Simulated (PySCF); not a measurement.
**Two-component Hartree-Fock for Bi (bismuth, neutral)**

Start: [Xe] 4f14 5d10 6s2 6p3; 6p1/2 filled at m_j = -1/2, +1/2; 6p3/2 filled at m_j = +3/2. Calculated with PySCF 2.14 in x2c-SVPall-2c with one added diffuse shell each of s, p type (8s12p7d2f, 93 functions): generalised Hartree-Fock with the X2C-1e Hamiltonian and a Gaussian nucleus; one run each with spin-orbit coupling (SO) switched off, then screened by Boettger's factors.

```
spinor shell  electrons  ε, spin-free (eV)  ε, screened SO (eV)  weight of nominal j (screened SO)  rms radius, screened SO (bohr)
       1s1/2          2           -91044.1             -91001.5                              1.000                          0.0178
       2s1/2          2           -16518.2             -16504.2                              1.000                          0.0718
       2p1/2          2           -14152.8             -15834.0                              1.000                          0.0606
       2p3/2          4           -14152.8             -13508.6                              1.000                          0.0691
       3s1/2          2            -4060.9              -4055.8                              1.000                           0.183
       3p1/2          2            -3375.1              -3753.7                              1.000                           0.175
       3p3/2          4            -3375.1              -3225.8                              1.000                           0.192
       3d3/2          4            -2671.4              -2734.9                              1.000                           0.168
       3d5/2          6            -2671.4              -2624.1                              1.000                           0.172
       4s1/2          2            -971.94              -969.92                              1.000                           0.401
       4p1/2          2            -743.44              -837.21                              1.000                           0.404
       4p3/2          4            -743.44              -705.52                              1.000                           0.438
       4d3/2          4            -475.45              -488.82                              1.000                           0.450
       4d5/2          6            -475.45              -464.28                              1.000                           0.455
       5s1/2          2            -181.69              -180.89                              1.000                           0.891
       4f5/2          6            -179.19              -180.99                              1.000                           0.479
       4f7/2          8            -179.19              -175.62                              1.000                           0.481
       5p1/2          2            -114.99              -132.73                              1.000                           0.951
       5p3/2          4            -114.99              -107.34                              1.000                            1.04
       5d3/2          4            -35.727              -37.036                              0.997                            1.31
       5d5/2          6            -35.727              -33.869                              0.998                            1.33
       6s1/2          2            -18.519              -18.288                              1.000                            2.40
       6p1/2          2             -8.672               -9.259                              0.821                            3.05
       6p3/2          1             -8.672               -7.556                              1.000                            3.40
```

```csv
quantity,spin-free,screened SO
E (hartree),-21512.64204,-21553.62512
M_J,3/2,3/2
⟨J²⟩,3.756,3.775
⟨L²⟩,0.000,0.820
⟨S²⟩,3.756,3.214
```

Each row is a mean over spinors that exchange with the open shell spreads, by up to 4.487 eV (6s1/2).

Rows whose weight is well below 1 are mixtures of j = l ± 1/2: exchange outweighs spin-orbit coupling there, and the label is only the starting occupation.

Breit and QED terms are absent; they matter most for the inner s and p1/2 levels.

Densities and radii are taken from the X2C orbitals without a picture-change correction, which distorts them close to the nucleus.

Without spin-orbit coupling the j labels of p, d and f shells carry no meaning; the spin-free column gives the mean over the occupied spinors of each nl shell.
